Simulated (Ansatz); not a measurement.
Cost and result for the atomization energy of C₂H₆AlO₂ (`C[O][Al][O]C`) radical (11 atoms, 10 bonds).

```xyz
11

C     1.3325   -1.5004   -0.4417
O     0.3062   -1.7367    0.4747
Al   -1.0070   -0.9674    1.1970
O    -1.4642    0.6268    0.8996
C    -1.0840    1.7391    0.1463
H     1.2727   -2.2174   -1.2673
H     1.2940   -0.4906   -0.8678
H     2.3070   -1.6258    0.0420
H    -1.8971    2.0363   -0.5244
H    -0.8669    2.5854    0.8067
H    -0.1933    1.5507   -0.4652
```

Total charge 0; spin multiplicity 2. Geometry: relaxed with PBE0-D4/def2-TZVP. It is one conformer, not always the lowest. Program: Ansatz. Hardware: A = 2 threads of an AMD EPYC 7R13 on a shared host; B = 2 threads of an AMD EPYC 7R13 on a shared host and a share of an NVIDIA H100 80 GB. Times are those of one run each, without the atoms' runs, and a repeat can differ threefold. Electronic energies, without spin–orbit coupling; frozen cores. CCSD(T)/CBS adds CCSD(T) − MP2 in def2-TZVPP to the MP2 limit, and its time is that of the two runs behind it. T1 = 0.014; ⟨S²⟩ of the reference is 0.75. B3LYP takes the VWN-RPA correlation (the form of Gaussian; ORCA's B3LYP/G). HSE06 is the plane-wave form, built on full-range PBE exchange.

CCSD(T)/CBS is a level of theory with its own doubt, some kJ/mol a heavy atom from the limit and from the frozen cores, so smaller differences don't rank the functionals.

```json
{"level": "BLYP-D4/def2-TZVPP [A]", "functions": "250", "wall time": "4.5 s", "atomization (kcal/mol)": "988.1", "difference from CCSD(T)/CBS": "-0.3", "per bond": "0.0"}
{"level": "CCSD(T)/def2-SVP [B]", "functions": "104", "wall time": "4.5 s", "atomization (kcal/mol)": "934.0", "difference from CCSD(T)/CBS": "-54.4", "per bond": "-5.4"}
{"level": "revPBE-D4/def2-TZVPP [A]", "functions": "250", "wall time": "4.8 s", "atomization (kcal/mol)": "980.4", "difference from CCSD(T)/CBS": "-8.0", "per bond": "-0.8"}
{"level": "PBE-D4/def2-TZVPP (with forces) [A]", "functions": "250", "wall time": "5.5 s", "atomization (kcal/mol)": "1006.4", "difference from CCSD(T)/CBS": "18.0", "per bond": "1.8"}
{"level": "MP2/def2-QZVPP [B]", "functions": "478", "wall time": "6 s", "atomization (kcal/mol)": "1000.5", "difference from CCSD(T)/CBS": "12.1", "per bond": "1.2"}
{"level": "PBE0-D4/def2-TZVPP [A]", "functions": "250", "wall time": "8.5 s", "atomization (kcal/mol)": "985.6", "difference from CCSD(T)/CBS": "-2.8", "per bond": "-0.3"}
{"level": "CAM-B3LYP-D4/def2-TZVPP [A]", "functions": "250", "wall time": "8.5 s", "atomization (kcal/mol)": "993.7", "difference from CCSD(T)/CBS": "5.3", "per bond": "0.5"}
{"level": "B3LYP-D4/def2-TZVPP (with forces) [A]", "functions": "250", "wall time": "9 s", "atomization (kcal/mol)": "987.2", "difference from CCSD(T)/CBS": "-1.2", "per bond": "-0.1"}
{"level": "HSE06-D4/def2-TZVPP [A]", "functions": "250", "wall time": "9 s", "atomization (kcal/mol)": "986.3", "difference from CCSD(T)/CBS": "-2.1", "per bond": "-0.2"}
{"level": "B2PLYP/def2-TZVPP [A]", "functions": "250", "wall time": "11 s", "atomization (kcal/mol)": "978.5", "difference from CCSD(T)/CBS": "-9.9", "per bond": "-1.0"}
{"level": "CCSD(T)/def2-TZVPP [B]", "functions": "250", "wall time": "18 s", "atomization (kcal/mol)": "962.5", "difference from CCSD(T)/CBS": "-25.9", "per bond": "-2.6"}
{"level": "ωB97M-V/def2-TZVPP (with forces) [A]", "functions": "250", "wall time": "22 s", "atomization (kcal/mol)": "986.5", "difference from CCSD(T)/CBS": "-1.9", "per bond": "-0.2"}
{"level": "CCSD(T)/CBS(def2)", "functions": "–", "wall time": "24 s", "atomization (kcal/mol)": "988.4", "difference from CCSD(T)/CBS": "0.0", "per bond": "0.0"}
```

Leaving LDA and LC-ωPBE aside and taking each functional with its dispersion term where it has one, the values, not all of them listed here, spread over 51.3 kcal/mol, from BHLYP-D4 to PBE-D4. LDA lies +131.5 kcal/mol from PBE without D4, its usual overbinding. In def2-TZVPP, CCSD(T) changes the Hartree–Fock value by +243.8 kcal/mol (the triples alone add +14.1 kcal/mol) and MP2 by +266.3 kcal/mol; breaking electron pairs costs correlation energy, which Hartree–Fock lacks. The D4 term adds +7.4 kcal/mol with B3LYP and +3.9 kcal/mol with PBE0; it sums over pairs of atoms, weighted by their polarisabilities, and B3LYP, whose exchange is more repulsive, gets the larger term.
